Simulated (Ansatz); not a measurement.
Calculated with Ansatz (gas phase, PBE0-D4/def2-TZVP geometries, no zero-point term in ΔE). CCSD(T)/CBS is the MP2 limit (def2-TZVPP, def2-QZVPP) plus CCSD(T) − MP2 in def2-TZVPP, frozen cores. Functionals use def2-TZVPP. One conformer a species, not always the lowest.

Reaction (redistribution): `O[SiH2][SiH2][SiH2]F` + `SS[SiH2]Cl` → `O[SiH2][SiH2][SiH2]Cl` + `F[SiH2]SS`

(1) Is it downhill or uphill in electronic energy at CCSD(T)/CBS, and by how much? (An estimate is asked.)

(2) What do these levels give: ωB97M-V, PBE, r2SCAN, SCS-MP2/def2-TZVPP, SCS-MP2/def2-QZVPP, CCSD/CBS(def2)? (Best estimate.)

Largest T1 diagnostic among the species: 0.013.

Results:

(1) Ansatz gave: Downhill: ΔE = -4.7 kJ/mol.

(2) Computed: ωB97M-V -4.8, PBE -7.9, r2SCAN -6.9, SCS-MP2/def2-TZVPP -4.6, SCS-MP2/def2-QZVPP -4.3, CCSD/CBS(def2) -3.9 kJ/mol.

In def2-TZVPP, CCSD(T) changes the Hartree–Fock value by −4.1 kJ/mol (the triples alone add −0.8 kJ/mol) and MP2 by −4.1 kJ/mol. The D4 term adds +3.1 kJ/mol with B3LYP and +1.7 kJ/mol with PBE0; it sums over pairs of atoms, weighted by their polarisabilities, and B3LYP, whose exchange is more repulsive, gets the larger term.

B3LYP here is the variant with VWN-RPA as its local correlation; programs differ in this.
